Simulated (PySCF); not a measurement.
C4H6OS, SMILES S1C(=C)O[C@H]1C.

Geometry optimised at B3LYP-D3(BJ)/def2-SVP. The structure was generated by enumeration; whether it is a known compound was not checked.

Two levels are set side by side: PBE/def2-TZVP (PySCF) and CAM-B3LYP/def2-TZVP (PySCF). Same geometry, gas phase. Differences are taken from unrounded values.

```json
[
 {"quantity": "orbital gap (eV)", "CAM-B3LYP": "7.95", "PBE": "3.36", "PBE minus CAM-B3LYP": "-4.59"},
 {"quantity": "highest occupied level (eV)", "CAM-B3LYP": "-7.49", "PBE": "-5.07", "PBE minus CAM-B3LYP": "2.43"},
 {"quantity": "lowest empty level (eV)", "CAM-B3LYP": "0.46", "PBE": "-1.71", "PBE minus CAM-B3LYP": "-2.17"},
 {"quantity": "dipole moment (D)", "CAM-B3LYP": "1.78", "PBE": "1.85", "PBE minus CAM-B3LYP": "0.08"},
 {"quantity": "mean polarisability (bohr³)", "CAM-B3LYP": "70.1", "PBE": "72.7", "PBE minus CAM-B3LYP": "2.6"}
]
```

PBE's occupied levels lie high since its potential decays too fast outside the molecule; exact exchange lowers them and widens the gap. PBE's more diffuse valence density responds more strongly to a field. Differences between two approximate levels are no errors against the true value.

Rough cost on one machine, each run with all the roots and properties that it gave: CAM-B3LYP against PBE within a factor of 2.
